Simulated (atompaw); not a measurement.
Pm (Z = 61): PAW (atompaw) pseudisation with LDA (PW92), scalar-relativistic reference atom.

```
Element                 : Pm
Generator               : atompaw 4.2.0.5
Type                    : PAW
Functional              : LDA (PW92)
Relativity              : scalar-relativistic
Frozen core             : [Xe]
Valence charge          : 7
Reference configuration : 4f4.5 5d0.5 6s2 6p0
Partial waves           : 6s (bound): rc 3.00 bohr; 6s channel at 2.85 Ry: rc 3.00 bohr; 6p (bound, empty): rc 3.00 bohr; 6p channel at 1.35 Ry: rc 3.00 bohr; 5d (bound): rc 3.00 bohr; 5d channel at 0.9 Ry: rc 3.00 bohr; 4f (bound): rc 0.90 bohr; 4f channel at 2.25 Ry: rc 0.90 bohr
Local potential         : ultrasoft scheme with l = 4 at 0 Ry, radius 2.55 bohr
Core correction         : smooth core density matched at 2.50 bohr
Augmentation charge     : sinc compensation charge, radius 2.80 bohr; PAW radius 3.00 bohr; waves and projectors: custom rrkj vanderbiltortho
```

Question: Does the generator finish with these settings?

Answer: No. atompaw 4.2.0.5 stopped with "atompaw: The overlap operator has at least one negative eigenvalue!": the overlap operator built from these waves and projectors is not positive definite.
